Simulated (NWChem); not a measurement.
System: MnHSF, sextet; SMILES [F][Mn][SH]

Here is an NWChem input.

```
start job
memory heap 200 mb stack 900 mb global 1100 mb
geometry units angstroms noautosym nocenter noautoz
  Mn    -0.174797    -0.459647     0.000000
  F     -0.272709    -2.239187     0.000000
  S     -0.061761     1.815944     0.000000
  H     -1.408233     1.958414     0.000000
end
basis spherical
  * library def2-svp
end
dft
  odft
  mult 6
  xc xpbe96 cpbe96
  iterations 150
end
property
  efieldgrad
end
task dft property
```

NWChem printed, in part:

```
             Northwest Computational Chemistry Package (NWChem) 7.3.0
             --------------------------------------------------------

                             Geometry "geometry" -> ""
                             -------------------------

 Output coordinates in angstroms (scale by  1.889725989 to convert to a.u.)

  No.       Tag          Charge          X              Y              Z
 ---- ---------------- ---------- -------------- -------------- --------------
    1 Mn                  25.0000    -0.17479700    -0.45964700     0.00000000
    2 F                    9.0000    -0.27270900    -2.23918700     0.00000000
    3 S                   16.0000    -0.06176100     1.81594400     0.00000000
    4 H                    1.0000    -1.40823300     1.95841400     0.00000000

 Effective nuclear repulsion energy (a.u.)     190.6982279161

  pbe96 is a nonlocal functional; adding pw91lda local functional.
                              NWChem Property Module
                              ----------------------

  itol2e modified to match energy
  convergence criterion.

                                 NWChem DFT Module
                                 -----------------

 Summary of "ao basis" -> "ao basis" (spherical)
 ------------------------------------------------------------------------------
       Tag                 Description            Shells   Functions and Types
 ---------------- ------------------------------  ------  ---------------------
 Mn                         def2-svp                11       31   5s3p2d1f
 F                          def2-svp                 6       14   3s2p1d
 S                          def2-svp                 8       18   4s3p1d
 H                          def2-svp                 3        5   2s1p

  itol2e modified to match energy
  convergence criterion.

[...]

          -----------------------
          Electric field gradient
          -----------------------

 1 a.u. = 0.324123 10**(16) esu/cm**3  ( or statvolts/cm**2 ) = 0.97174 10**(22) v/m**2

 ------------------------------------------------------------
   Atom      X         Y         Z
 ------------------------------------------------------------
    1 Mn  -0.33032  -0.86861   0.00000
 ------------------------------------------------------------

 Electric field gradient in molecular frame (a.u.)
         XX             YY             ZZ             XY             XZ             YZ
 ------------------------------------------------------------------------------------------
       -0.993419       1.560599      -0.567180       0.092126      -0.000000       0.000000

 Principal components (a.u.) and orientation
 of principal axis w.r.t. absolute frame                      Asymmetry parameter eta
 --------------------------------------------------------------------------------------
        1.563918      -0.996738      -0.567180                       0.274668

        0.036001       0.999352      -0.000000
        0.999352      -0.036001      -0.000000
        0.000000       0.000000       1.000000

 ------------------------------------------------------------
   Atom      X         Y         Z
 ------------------------------------------------------------
    2 F   -0.51535  -4.23145   0.00000
 ------------------------------------------------------------

 Electric field gradient in molecular frame (a.u.)
         XX             YY             ZZ             XY             XZ             YZ
 ------------------------------------------------------------------------------------------
        0.230048      -0.555359       0.325311      -0.045528       0.000000       0.000000

 Principal components (a.u.) and orientation
 of principal axis w.r.t. absolute frame                      Asymmetry parameter eta
 --------------------------------------------------------------------------------------
       -0.557989       0.325311       0.232678                       0.166013

        0.057677      -0.000000       0.998335
        0.998335       0.000000      -0.057677
       -0.000000       1.000000       0.000000

 ------------------------------------------------------------
   Atom      X         Y         Z
 ------------------------------------------------------------
    3 S   -0.11671   3.43164   0.00000
 ------------------------------------------------------------

 Electric field gradient in molecular frame (a.u.)
         XX             YY             ZZ             XY             XZ             YZ
 ------------------------------------------------------------------------------------------
       -1.633749       0.232646       1.401102       0.454901      -0.000000       0.000000

 Principal components (a.u.) and orientation
 of principal axis w.r.t. absolute frame                      Asymmetry parameter eta
 --------------------------------------------------------------------------------------
       -1.738719       1.401102       0.337617                       0.611649

        0.974394      -0.000000       0.224846
       -0.224846       0.000000       0.974394
        0.000000       1.000000      -0.000000

 ------------------------------------------------------------
   Atom      X         Y         Z
 ------------------------------------------------------------
    4 H   -2.66117   3.70087   0.00000
 ------------------------------------------------------------

[...]
```

Level: PBE/def2-SVP, spin-unrestricted. In the optimisation the excess spin sits in a' and a" (Cs, its own frame). Structure relaxed at the PBE0/def2-SVP, spin-unrestricted level. This spin state was assumed; another may lie lower. No stability test was run on the SCF state. NWChem prints the field gradient with the sign opposite to the second derivative of the potential.
